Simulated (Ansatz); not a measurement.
```yaml
atoms:
  - { symbol: C, position_ang: [0.9981, 0.0494, -0.0064] }
  - { symbol: C, position_ang: [0.2929, 1.2218, -0.0284] }
  - { symbol: C, position_ang: [-1.1273, 1.1679, -0.0262] }
  - { symbol: C, position_ang: [-1.8118, -0.0386, 0.0178] }
  - { symbol: C, position_ang: [-1.1324, -1.2275, -0.0468] }
  - { symbol: C, position_ang: [0.2747, -1.2573, -0.0164] }
  - { symbol: C, position_ang: [2.3596, -0.0265, 0.0064] }
  - { symbol: H, position_ang: [0.7573, 2.1905, 0.0175] }
  - { symbol: H, position_ang: [-1.6915, 2.1220, -0.0331] }
  - { symbol: H, position_ang: [-2.8975, 0.0370, -0.0059] }
  - { symbol: H, position_ang: [-1.6945, -2.2005, -0.0194] }
  - { symbol: H, position_ang: [0.7684, -2.1572, 0.0410] }
  - { symbol: H, position_ang: [2.9524, -0.8956, -0.0268] }
  - { symbol: H, position_ang: [2.9506, 0.9130, -0.0423] }
```

Basis set: 6-31G (spherical functions). Left uncorrelated: 7 orbitals. Charge 0, multiplicity 2.

Computed with Ansatz (development build ahead of 0.2.0); each method stands on the lowest determinant of its kind that the runs found.

Problem. Give the atomization energy at this shape (free ground-state atoms in the same class of orbitals less the molecule, no zero-point energy) of doublet C₇H₇ by UHF-MP2, UHF.

Solution.

```csv
method,atomization energy
UHF-MP2,58.97 eV
UHF,48.92 eV
```

Caution: the unrestricted determinant is spin contaminated.

This basis has no polarisation functions and is too small for such energies, which can lie far from measured ones in either direction.
